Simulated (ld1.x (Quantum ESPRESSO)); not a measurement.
**Which change was made? (Dy, TM semilocal)**

| Property | Result |
| --- | --- |
| Element | Dy (Z = 66) |
| Generator | ld1.x (Quantum ESPRESSO) 7.5 |
| Type | norm-conserving Troullier–Martins (semilocal form) |
| Functional | PBEsol |
| Relativity | scalar-relativistic |
| Frozen core | [Kr] 4d10 |
| Valence charge | 20 |
| Reference configuration | 4f10 5s2 5p6 5d0 6s1 6p0 (charge +1) |
| Partial waves | 5p (bound): rc 2.20 bohr; 5d (bound, empty): rc 3.55 bohr; 4f (bound): rc 1.30 bohr; 5s (bound): rc 1.80 bohr |
| Local potential | the s channel |
| Core correction | none |

Occupied shells without a wave of their own: 6s. They enter only through the test configuration that unscreens the potential.

Cutoffs, loose and tight: the cutoffs (Ry, on a coarse ladder) from which the occupation-weighted sum of valence levels, in a spherical-Bessel basis at the reference potential, stays within 10 and 1 mRy of its value at 400 Ry. They do not see the model core or the augmentation charge, which bear on the density cutoff. Test errors are all-electron minus pseudo excitation energies from the reference, over the configurations 4f10 5s2 5p6 5d0 6s2 6p0; 4f10 5s2 5p6 5d0 6s0 6p0; 4f9 5s2 5p6 5d0 6s0 6p0; 4f8 5s2 5p6 5d0 6s0 6p0; 4f10 5s2 5p6 5d0 6s1.5 6p0; 4f10 5s2 5p6 5d0 6s1 6p1; 4f9 5s2 5p6 5d1 6s2 6p0; variants that change the core or the reference have their own tests. The largest error is taken over the tests solved by every variant that gives reliable tests at all, those not shown here included: 4f10 5s2 5p6 5d0 6s0 6p0; 4f10 5s2 5p6 5d0 6s1.5 6p0; 4f10 5s2 5p6 5d0 6s2 6p0; 4f8 5s2 5p6 5d0 6s0 6p0; 4f9 5s2 5p6 5d0 6s0 6p0; 4f9 5s2 5p6 5d1 6s2 6p0.

The base gives: outcome: generated, misses its reference levels by 0.45 eV; cutoff, loose: 230 Ry; cutoff, tight: over 300 Ry; bound ghosts: none; largest test error (meV): -966.

Problem. After one change the result is: outcome: generated; bound ghosts: none; largest test error (meV): -449. Which change was it?
A. all radii scaled by about 0.79 (s 1.42, p 1.74, d 2.80, f 1.02 bohr)
B. all radii scaled by about 1.14 (s 2.04, p 2.50, d 4.04, f 1.48 bohr)
C. all radii scaled by about 1.39 (s 2.50, p 3.06, d 4.92, f 1.80 bohr)

Solution. A. The others give: all radii scaled by about 1.14 (s 2.04, p 2.50, d 4.04, f 1.48 bohr) → outcome: generated, misses its reference levels by 1.04 eV; cutoff, loose: 200 Ry; cutoff, tight: 300 Ry; bound ghosts: none; largest test error (meV): -2399 | all radii scaled by about 1.39 (s 2.50, p 3.06, d 4.92, f 1.80 bohr) → outcome: generated, misses its reference levels by 2.64 eV; cutoff, loose: 140 Ry; cutoff, tight: 230 Ry; bound ghosts: none; largest test error (meV): -6109.
